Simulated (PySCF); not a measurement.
Species: C6H11B.
Atom-mapped SMILES: `[BH2:1][C@@H:2]1[CH2:3][C@H:4]1[CH:5]1[CH2:6][CH2:7]1` (hydrogens: H8, H9 on B1; H10 on C2; H11, H12 on C3; H13 on C4; H14 on C5; H15, H16 on C6; H17, H18 on C7)

Vertical excitations from PySCF (density fitting, frozen core in the response, grid level 2 and gas phase unless stated; continuum runs use non-equilibrium linear response for the excitations) on a GFN2-xTB geometry. Reference run:

| settings | S1, eV (f) | S2, eV (f) | S3, eV (f) | S4, eV (f) | S5, eV (f) | S6, eV (f) | T1, eV (Tamm–Dancoff) | mean α (au) |
| --- | --- | --- | --- | --- | --- | --- | --- | --- |
| wB97X-D/def2-SVPD, full TDDFT, 8 singlets | 5.67 (0.033) | 6.23 (0.035) | 6.60 (0.186) | 7.28 (0.019) | 7.69 (0.001) | 7.86 (0.004) | 5.15 | 81.9 |

Question: What do these settings give: (1) WP04/def2-SVPD, TDA, 3 singlets; (2) PBE0/pcseg-1, level shift 0.1 Eh, full TDDFT, 25 singlets; (3) BP86/def2-SVPD, TDA, 12 singlets?

Answer: 
```json
{"settings": "WP04/def2-SVPD, TDA, 3 singlets", "S1, eV (f)": "5.29 (0.064)", "S2, eV (f)": "6.13 (0.131)", "S3, eV (f)": "6.54 (0.000)", "S4, eV (f)": "–", "S5, eV (f)": "–", "S6, eV (f)": "–", "T1, eV (Tamm–Dancoff)": "–", "mean α (au)": "78.4"}
{"settings": "PBE0/pcseg-1, level shift 0.1 Eh, full TDDFT, 25 singlets", "S1, eV (f)": "5.22 (0.046)", "S2, eV (f)": "6.01 (0.077)", "S3, eV (f)": "6.34 (0.113)", "S4, eV (f)": "6.62 (0.003)", "S5, eV (f)": "7.30 (0.021)", "S6, eV (f)": "7.53 (0.001)", "T1, eV (Tamm–Dancoff)": "–", "mean α (au)": "76.3"}
{"settings": "BP86/def2-SVPD, TDA, 12 singlets", "S1, eV (f)": "4.48 (0.051)", "S2, eV (f)": "5.24 (0.081)", "S3, eV (f)": "5.70 (0.009)", "S4, eV (f)": "5.90 (0.045)", "S5, eV (f)": "6.50 (0.084)", "S6, eV (f)": "6.62 (0.011)", "T1, eV (Tamm–Dancoff)": "4.03", "mean α (au)": "86.8"}
```

(1) S1 moves by -0.38 eV; functional and response scheme change together, so the shift can't be laid on one. (2) S1 moves by -0.45 eV; functional and basis change together, so the shift can't be laid on one. (3) S1 moves by -1.19 eV; functional and response scheme change together, so the shift can't be laid on one. States are counted by energy in each run and needn't keep their character from row to row.

WP04 was designed for NMR shieldings or shifts; total energies of different functionals aren't comparable.

Question: Which orbital pairs make up S1 in each run, and how does it sit against the orbital gap?

Answer: 
```tsv
settings	S1 configurations (weight)	S1 (eV)	orbital gap (eV)	S1 − gap (eV)
wB97X-D/def2-SVPD, full TDDFT, 8 singlets	H→L 0.75, H−2→L 0.08	5.67	10.02	-4.35
WP04/def2-SVPD, TDA, 3 singlets	H→L 0.94	5.29	5.69	-0.40
PBE0/pcseg-1, level shift 0.1 Eh, full TDDFT, 25 singlets	H→L 0.92	5.22	6.37	-1.15
BP86/def2-SVPD, TDA, 12 singlets	H→L 0.94	4.48	4.23	+0.25
```

Shape of the structure used: `[BH2:1][C@@H:2]1[CH2:3][C@H:4]1[CH:5]1[CH2:6][CH2:7]1`: C3–C4–C5–C6 -117°.

One conformer stands for the species.

wB97X-D is run here without its empirical dispersion term; that term would change no orbital, density or response property at a fixed geometry.
